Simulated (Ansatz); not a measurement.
A structure relaxed at PBE0-D4/def2-TZVP, charge 0, multiplicity 1:

```xyz
3

F    -0.711   -0.722   -0.914
Ge    0.520   -0.481    0.300
F     0.191    1.203    0.614
```

Q: Give its formula and SMILES.

A: F2Ge, `[F][Ge][F]`.

Q: Point group (tolerance 0.08 Å, 0.16 Å for H)?

A: C2v.

Q: Summarise the bond lengths by kind.

A: 2 × F–Ge 1.745 Å.

Results of the Gaussian-basis code of Ansatz.
